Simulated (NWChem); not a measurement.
Molecule: hexafluoroethane (C2F6); SMILES FC(F)(F)C(F)(F)F

```xyz
8

F      0.8980    -0.8632     1.2185
C      0.0000     0.0000     0.7710
F      0.2986     1.2093     1.2185
F     -1.1966    -0.3461     1.2185
C      0.0000     0.0000    -0.7710
F      1.1946     0.3530    -1.2185
F     -0.2916    -1.2110    -1.2185
F     -0.9030     0.8581    -1.2185
```
Atoms are numbered in this order, from 1.

Program: NWChem. Pople sets run with spherical d functions. STO-3G and 3-21G are far too small for this property and stand as cheap habits. All runs use the structure optimised with PBE0/def2-SVP. Vertical excitations in the gas phase; the lowest state need not have the same character in each row.

| level | basis functions | lowest excitation, singlet (eV) | oscillator strength of that lowest state | lowest state with f > 0.02, singlet (eV) | orbital gap (eV) | relative time |
|---|---|---|---|---|---|---|
| PBE/3-21G, TDA | 72 | 10.84 | 0.025 | 10.84 | 10.25 | 1 |
| PBE/6-31G*, TDA | 112 | 11.07 | 0.024 | 11.07 | 10.48 | 4 |
| PBE/6-31+G*, TDA | 144 | 9.56 | 0.000 | 10.22 | 9.51 | 6 |
| PBE/def2-SVP, TDA | 112 | 11.14 | 0.024 | 11.14 | 10.56 | 3 |

Relative times are rough (shared machine, one core).
